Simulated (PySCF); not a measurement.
Si(CCH)2(Cl)(H) (C₄H₃ClSi), SMILES C#C[SiH](Cl)C#C. Heavy atoms are numbered as in [SiH:1]([Cl:2])([C:3]#[CH:4])[C:5]#[CH:6]. Hydrogens are named by the atom that carries them.

Geometry optimised at B3LYP-D3(BJ)/def2-SVP.

The numbers are results of PBE/pcSseg-1 (PySCF), not measurements.

GIAO shieldings, no solvent; atoms alike by connectivity are averaged. δ = σ(ref) − σ: ²⁹Si against TMS (σ = 335.4 ppm); ³⁵Cl against HCl (σ = 936.5 ppm); ¹³C against TMS (σ = 182.0 ppm); ¹H against TMS (σ = 31.49 ppm), references at their B3LYP-D3(BJ)/def2-TZVP geometries, non-relativistic (without spin–orbit terms, shifts of atoms bonded to Cl or Br come out too high).

| atoms | nucleus | count | δ (ppm) |
|---|---|---|---|
| Si1 (SiH) | ²⁹Si | 1 | … |
| Cl2 | ³⁵Cl | 1 | 42.9 |
| C4 (CH) | ¹³C | 2 | 103.4 |
| C3 | ¹³C | 2 | … |
| H on Si1 | ¹H | 1 | 5.65 |
| H on C4 | ¹H | 2 | … |

Problem. What belongs in the gaps? (An estimate is asked for; the answer gives what the named calculation found.)

Solution. 
- H on C4, δ (ppm): 2.73
- C3, δ (ppm): 85.4
- Si1 (SiH), δ (ppm): -56.0
